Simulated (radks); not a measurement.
Results of a calculation; reference values are marked as such.
All-electron atom: He+ in 1s1 (the NIST ground configuration).

Code: a radial shooting solver on a logarithmic mesh with Libxc functionals. Model: scalar-relativistic Kohn-Sham, MS2 meta-GGA, spin-polarised, spherical densities, finite nucleus; open shells are filled with parallel spins first; meta-GGA in the generalised Kohn-Sham scheme; Gaussian nuclear charge, rms radius 1.6755 fm.

Energy parts (eV):
| part | energy |
|---|---|
| total | -54.611 |
| kinetic | 54.436 |
| electron-nucleus | -108.856 |
| Hartree | 16.947 |
| exchange-correlation | -17.138 |

Orbitals (lengths in bohr, moments of r in powers of bohr; r(max) is where P^2 peaks):
orbital  occ.  eigenvalue (eV)  r(max)     <r>   <r^2>  <1/r>
1s up       1         -43.0353  0.4965  0.7547  0.7643  2.000

The highest occupied level is 1s up at -43.035 eV. The electron density at the nucleus is 2.585 e/bohr^3 (large components only).
